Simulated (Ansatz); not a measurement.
One change: `FB[O][GeH3]` becomes `FBO[SiH2][SiH3]`.

Ansatz, PBE0-D4/def2-TZVP geometries, multiplicity 1. Each molecule was computed in one conformer, which needn't be the lowest.

Scalar relativity is left out up to krypton.

| property | `FB[O][GeH3]` |
| --- | --- |
| HOMO energy (B3LYP/def2-TZVPP) / eV | -9.05 |
| LUMO energy (PBE/def2-TZVPP) / eV | -0.91 |
| HOMO energy (ωB97M-V/def2-TZVPP) / eV | -11.64 |
| LUMO energy (B3LYP/def2-TZVPP) / eV | -0.29 |
| size of the dipole moment (B3LYP/def2-TZVPP) / D | 2.88 |
| LUMO energy (ωB97M-V/def2-TZVPP) / eV | 1.74 |

(1) What does the change do to each property? (Best estimate.)

Results:

(1) Ansatz gave: 
```
                                        property  `FBO[SiH2][SiH3]`  shift
             HOMO energy (B3LYP/def2-TZVPP) / eV              -8.05   1.00
               LUMO energy (PBE/def2-TZVPP) / eV              -1.26  -0.35
           HOMO energy (ωB97M-V/def2-TZVPP) / eV             -10.30   1.34
             LUMO energy (B3LYP/def2-TZVPP) / eV              -0.55  -0.26
size of the dipole moment (B3LYP/def2-TZVPP) / D               0.76  -2.12
           LUMO energy (ωB97M-V/def2-TZVPP) / eV               1.37  -0.37
```

With PBE0 the HOMO rises by 1.03 eV and the LUMO falls by 0.36 eV, so the gap narrows by about 1.39 eV. PBE moves the HOMO by 0.64 eV and ωB97M-V by 1.34 eV. Dipoles are sizes alone; their direction can turn.

B3LYP here is the variant with VWN-RPA as its local correlation; programs differ in this.
